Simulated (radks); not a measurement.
Problem. All-electron atom: the strontium ion Sr8+ in [Ar] 3d10 4s2. Calculated with a radial shooting solver on a logarithmic mesh with Libxc functionals: Dirac Kohn-Sham, PBE, spin-unpolarised, spherical densities, finite nucleus; Fermi nuclear charge, rms radius 4.224 fm. Some entries of the table are withheld. Estimate them.

| orbital | occ. | eigenvalue (hartree) | <r^2> (bohr^2) |
|---|---|---|---|
| 1s1/2 | 2 | -590.4004 | 0.002067 |
| 2s1/2 | 2 | -84.09246 | 0.03499 |
| 2p1/2 | 2 | (1) | 0.02666 |
| 2p3/2 | 4 | (2) | 0.02807 |
| 3s1/2 | 2 | -16.96775 | 0.2754 |
| 3p1/2 | 2 | -14.37820 | 0.2783 |
| 3p3/2 | 4 | -13.98849 | 0.2897 |
| 3d3/2 | 4 | -9.43956 | 0.2886 |
| 3d5/2 | 6 | -9.37066 | 0.2925 |
| 4s1/2 | 2 | -5.53474 | (3) |

Solution. 
(1) 2p1/2 eigenvalue (hartree): -76.98143
(2) 2p3/2 eigenvalue (hartree): -74.46432
(3) 4s1/2 <r^2> (bohr^2): 1.616
